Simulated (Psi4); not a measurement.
H₇FSi₃, singlet, at a GFN2-xTB geometry, atoms displaced at random by about 0.03 Å a coordinate; PBE0/6-31G, gradient (Psi4).

Input for Psi4:
```
memory 2 GB

molecule mol {
0 1
Si    0.117186    0.035852   -0.560719
F    -0.061844   -1.564459   -0.926375
Si   -1.926116    0.759698    0.023814
Si    1.885984    0.005164    1.012227
H     0.516481    0.535512   -1.872650
H    -2.960774    0.549566   -1.034512
H    -1.928325    2.185919    0.331716
H    -2.494078    0.092051    1.242295
H     3.097831   -0.552925    0.444078
H     2.215125    1.411458    1.259642
H     1.495241   -0.628866    2.253069
symmetry c1
no_reorient
no_com
}

set {
  basis 6-31g
  reference rks
}

gradient('pbe0')
print_variables()
```

### Question
What does Psi4 print? Leave out banner, timings and long lists.

### Answer

```
gradient() will perform analytic gradient computation.

   => Loading Basis Set <=

    Name: 6-31G
    Role: ORBITAL
    Keyword: BASIS

         ---------------------------------------------------------
                                   SCF
               by Justin Turney, Rob Parrish, Andy Simmonett
                          and Daniel G. A. Smith
                              RKS Reference
         ---------------------------------------------------------

  ==> Geometry <==

    Molecular point group: c1
    Full point group: C1

    Geometry (in Angstrom), charge = 0, multiplicity = 1:

       Center              X                  Y                   Z               Mass
    ------------   -----------------  -----------------  -----------------  -----------------
         SI           0.117186000000     0.035852000000    -0.560719000000    27.976926534650
         F           -0.061844000000    -1.564459000000    -0.926375000000    18.998403162730
         SI          -1.926116000000     0.759698000000     0.023814000000    27.976926534650
         SI           1.885984000000     0.005164000000     1.012227000000    27.976926534650
         H            0.516481000000     0.535512000000    -1.872650000000     1.007825032230
         H           -2.960774000000     0.549566000000    -1.034512000000     1.007825032230
         H           -1.928325000000     2.185919000000     0.331716000000     1.007825032230
         H           -2.494078000000     0.092051000000     1.242295000000     1.007825032230
         H            3.097831000000    -0.552925000000     0.444078000000     1.007825032230
         H            2.215125000000     1.411458000000     1.259642000000     1.007825032230
         H            1.495241000000    -0.628866000000     2.253069000000     1.007825032230

  Running in c1 symmetry.

  Rotational constants: A =      0.14771  B =      0.05983  C =      0.04693 [cm^-1]
  Rotational constants: A =   4428.09351  B =   1793.59700  C =   1407.02786 [MHz]
  Nuclear repulsion =  274.869797109721162

  Charge       = 0
  Multiplicity = 1
  Electrons    = 58
  Nalpha       = 29
  Nbeta        = 29

  ==> Algorithm <==

  SCF Algorithm Type is DF.
  DIIS enabled.
  MOM disabled.
  Fractional occupation disabled.
  Guess Type is SAD.
  Energy threshold   = 1.00e-08
  Density threshold  = 1.00e-08
  Integral threshold = 1.00e-12

  ==> Primary Basis <==

  Basis Set: 6-31G
    Blend: 6-31G
    Number of shells: 40
    Number of basis functions: 62
    Number of Cartesian functions: 62
    Spherical Harmonics?: false
    Max angular momentum: 1

  ==> DFT Potential <==

   => LibXC <=

    Version 7.1.2
    S. Lehtola, C. Steigemann, M. J. T. Oliveira, and M. A. L. Marques,  SoftwareX 7, 1–5 (2018) (10.1016/j.softx.2017.11.002)

   => Composite Functional: PBE0 <=

    PBE0 Hyb-GGA Exchange-Correlation Functional

    C. Adamo and V. Barone,  J. Chem. Phys. 110, 6158 (1999) (10.1063/1.478522)
    M. Ernzerhof and G. E. Scuseria,  J. Chem. Phys. 110, 5029 (1999) (10.1063/1.478401)

    Deriv               =              1
    GGA                 =           TRUE
    Meta                =          FALSE

    Exchange Hybrid     =           TRUE
    MP2 Hybrid          =          FALSE

   => Exchange Functionals <=

    0.7500   Perdew, Burke & Ernzerhof

   => Exact (HF) Exchange <=

    0.2500               HF

   => Correlation Functionals <=

    1.0000   Perdew, Burke & Ernzerhof

   => LibXC Density Thresholds  <==

    XC_HYB_GGA_XC_PBEH:  1.00E-15

   => Molecular Quadrature <=

    Radial Scheme          =       TREUTLER
    Pruning Scheme         =           NONE
    Nuclear Scheme         =       TREUTLER

    Blocking Scheme        =         OCTREE
    BS radius alpha        =              1
    Pruning alpha          =              1
    Radial Points          =             75
    Spherical Points       =            302
    Total Points           =         236968
    Total Blocks           =           1808
    Max Points             =            256
    Max Functions          =             60
    Weights Tolerance      =       1.00E-15

   => Loading Basis Set <=

    Name: (6-31G AUX)
    Role: JKFIT
    Keyword: DF_BASIS_SCF

  ==> Integral Setup <==

  SCF_SUBTYPE=INCORE selected. In-core MEM_DF algorithm will be used.
  Using in-core AOs.

  ==> MemDFJK: Density-Fitted J/K Matrices <==

    J tasked:                   Yes
    K tasked:                   Yes
    wK tasked:                   No
    Algorithm:                 Core
    Schwarz Cutoff:           1E-12
    Mask sparsity (%):       4.5265
    Fitting Condition:        1E-10

   => Auxiliary Basis Set <=

  Basis Set: (6-31G AUX)
    Blend: CC-PVDZ-JKFIT
    Number of shells: 195
    Number of basis functions: 646
    Number of Cartesian functions: 646
    Spherical Harmonics?: false
    Max angular momentum: 3

  Minimum eigenvalue in the overlap matrix is 6.2473163940E-03.
  Reciprocal condition number of the overlap matrix is 1.4406523600E-03.
    Using symmetric orthogonalization.

  ==> Pre-Iterations <==

  SCF Guess: Superposition of Atomic Densities via on-the-fly atomic UHF (no occupation information).

   -------------------------
    Irrep   Nso     Nmo
   -------------------------
     A         62      62
   -------------------------
    Total      62      62
   -------------------------

  ==> Iterations <==

                           Total Energy        Delta E     RMS |[F,P]|

   @DF-RKS iter SAD:  -971.40946492763430   -9.71409e+02   0.00000e+00
   @DF-RKS iter   1:  -971.84641476453703   -4.36950e-01   6.33833e-03 DIIS/ADIIS
   @DF-RKS iter   2:  -971.81301827160860    3.33965e-02   8.85641e-03 DIIS/ADIIS
   @DF-RKS iter   3:  -971.91517660534555   -1.02158e-01   1.01643e-03 DIIS/ADIIS
   @DF-RKS iter   4:  -971.91742218224988   -2.24558e-03   1.46450e-04 DIIS/ADIIS
   @DF-RKS iter   5:  -971.91748461501493   -6.24328e-05   2.33288e-05 DIIS
[...]
  @DF-RKS Final Energy:  -971.91748618063014
    Total Energy =                       -971.9174861806301351
[...]

Properties will be evaluated at   0.000000,   0.000000,   0.000000 [a0]

Properties computed using the SCF density matrix

 Multipole Moments:

 ------------------------------------------------------------------------------------
     Multipole            Electronic (a.u.)      Nuclear  (a.u.)        Total (a.u.)
 ------------------------------------------------------------------------------------

 L = 1.  Multiply by 2.5417464519 to convert [e a0] to [Debye]
 Dipole X            :         -0.6894646            0.8761923            0.1867277
 Dipole Y            :         -0.5501466            1.3654783            0.8153317
 Dipole Z            :         -1.4731716            1.7777995            0.3046279
 Magnitude           :                                                    0.8901860

 ------------------------------------------------------------------------------------

         ------------------------------------------------------------
                                   SCF GRAD
                          Rob Parrish, Justin Turney,
                       Andy Simmonett, and Alex Sokolov
         ------------------------------------------------------------

  ==> Geometry <==

    Molecular point group: c1
    Full point group: C1

    Geometry (in Angstrom), charge = 0, multiplicity = 1:

       Center              X                  Y                   Z               Mass
    ------------   -----------------  -----------------  -----------------  -----------------
         SI           0.117186000000     0.035852000000    -0.560719000000    27.976926534650
         F           -0.061844000000    -1.564459000000    -0.926375000000    18.998403162730
         SI          -1.926116000000     0.759698000000     0.023814000000    27.976926534650
         SI           1.885984000000     0.005164000000     1.012227000000    27.976926534650
         H            0.516481000000     0.535512000000    -1.872650000000     1.007825032230
         H           -2.960774000000     0.549566000000    -1.034512000000     1.007825032230
         H           -1.928325000000     2.185919000000     0.331716000000     1.007825032230
         H           -2.494078000000     0.092051000000     1.242295000000     1.007825032230
         H            3.097831000000    -0.552925000000     0.444078000000     1.007825032230
         H            2.215125000000     1.411458000000     1.259642000000     1.007825032230
         H            1.495241000000    -0.628866000000     2.253069000000     1.007825032230

  Nuclear repulsion =  274.869797109721162

  ==> Basis Set <==

  Basis Set: 6-31G
    Blend: 6-31G
    Number of shells: 40
    Number of basis functions: 62
    Number of Cartesian functions: 62
    Spherical Harmonics?: false
    Max angular momentum: 1

  ==> DFJKGrad: Density-Fitted SCF Gradients <==

    Gradient:                    1
    J tasked:                  Yes
    K tasked:                  Yes
    wK tasked:                  No
    Integrals threads:           1
    Schwarz Cutoff:          1E-12
    Fitting Condition:       1E-10

   => Auxiliary Basis Set <=

  Basis Set: (6-31G AUX)
    Blend: CC-PVDZ-JKFIT
    Number of shells: 195
    Number of basis functions: 646
    Number of Cartesian functions: 646
    Spherical Harmonics?: false
    Max angular momentum: 3

  ==> DFT Potential <==

   => LibXC <=

    Version 7.1.2
    S. Lehtola, C. Steigemann, M. J. T. Oliveira, and M. A. L. Marques,  SoftwareX 7, 1–5 (2018) (10.1016/j.softx.2017.11.002)

   => Composite Functional: PBE0 <=

    PBE0 Hyb-GGA Exchange-Correlation Functional

    C. Adamo and V. Barone,  J. Chem. Phys. 110, 6158 (1999) (10.1063/1.478522)
    M. Ernzerhof and G. E. Scuseria,  J. Chem. Phys. 110, 5029 (1999) (10.1063/1.478401)

    Deriv               =              1
    GGA                 =           TRUE
    Meta                =          FALSE

    Exchange Hybrid     =           TRUE
    MP2 Hybrid          =          FALSE

   => Exchange Functionals <=

    0.7500   Perdew, Burke & Ernzerhof

   => Exact (HF) Exchange <=

    0.2500               HF

   => Correlation Functionals <=

    1.0000   Perdew, Burke & Ernzerhof

   => LibXC Density Thresholds  <==

    XC_HYB_GGA_XC_PBEH:  1.00E-15

   => Molecular Quadrature <=

    Radial Scheme          =       TREUTLER
    Pruning Scheme         =           NONE
    Nuclear Scheme         =       TREUTLER

    Blocking Scheme        =         OCTREE
    BS radius alpha        =              1
    Pruning alpha          =              1
    Radial Points          =             75
    Spherical Points       =            302
    Total Points           =         236968
    Total Blocks           =           1808
    Max Points             =            256
    Max Functions          =             60
    Weights Tolerance      =       1.00E-15

  -Total Gradient:
     Atom            X                  Y                   Z
    ------   -----------------  -----------------  -----------------
       1       -0.025995516130    -0.009631656100    -0.010941712427
       2        0.008733462985     0.049064246487     0.007312638037
       3        0.029230510763     0.000186842635    -0.009692235205
       4        0.013290688890    -0.016040344012     0.014868400132
       5       -0.006837614134    -0.017093105384     0.012222835223
       6       -0.001199475763     0.001341116670     0.005109822591
       7       -0.002135236452    -0.017621297274    -0.002661846618
       8       -0.003525459719     0.002694256961    -0.001653362706
       9       -0.013667438098     0.012061392262     0.007961245948
      10       -0.002926020253    -0.015047425693    -0.006357678502
      11        0.005117624631     0.010044111645    -0.016403767743

  Variable Map:
  ----------------------------------------------------------------------------
[...]
  Array Variable Map:
  ----------------------------------------------------------------------------
[...]
[...]
```
